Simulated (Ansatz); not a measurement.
**Which method gave which barrier?**

Saddle point of BAsH₆O₃, singlet (BH₃O₃ ([OH][B]([OH])[OH]) + AsH₃ → BAsH₄O₂ ([OH][B]([OH])[AsH2]) + H₂O; bonds formed: B1–As6, O2–H5; bonds broken: B1–O2, H5–As6), PBE0-D4/def2-TZVP structure:

```tsv
atom	x (Å)	y (Å)	z (Å)
B1	0.5635	0.2214	-0.5056
O2	-0.3043	1.3678	0.0387
O3	1.8226	0.2902	0.0272
O4	0.3654	-0.1375	-1.8098
H5	-0.7576	0.4870	0.5982
As6	-0.7071	-1.4856	0.8392
H7	0.2293	1.9075	0.6421
H8	2.4496	-0.2715	-0.4339
H9	-0.5484	-0.1096	-2.0988
H10	-2.1757	-1.3282	0.4569
H11	-0.9375	-0.9415	2.2459
```

Program: Ansatz 0.2.0. Basis: def2-TZVPP, with def2-QZVPP for the basis limit. Cores are frozen in the correlated methods. Filled d shells of the heavier atoms are correlated. The def2 sets are not built for correlating such inner shells, so the correlated values are less sure here. Extrapolation: Hartree–Fock as exp(−7.88 √X), correlation as X^−2.97. Four methods, as single points on the PBE0-D4 structures, gave these electronic barriers from the start structure: 2.185, 2.274, 2.342, 3.219 eV.

Q: The methods were, in alphabetical order, BLYP-D4, HF, MP2, r2SCAN-D4. Which gave which? (Judge from chemistry; the calculation decides.)

A: Computed: r2SCAN-D4 2.185; BLYP-D4 2.274; MP2 2.342; HF 3.219 eV. For comparison, CCSD(T) at an estimated basis limit (MP2 extrapolated from triple and quadruple zeta, plus CCSD(T) − MP2 in triple zeta) gives 2.412 eV.

The T1 diagnostic stays at or below 0.013.

Labels in which every atom is bracketed show which atoms are joined, not bond orders.

For scale, one of the runs: CCSD(T)/def2-TZVPP, 256 basis functions, launched by `ansatz run in.yaml --threads 8 --pin off --events-out ev --progress --plain --max-ram 19148MiB`. The run took 3.4 min on 8 CPU threads of an Arm Neoverse V1 (shared host), with 6.4 GiB of host memory at its peak.
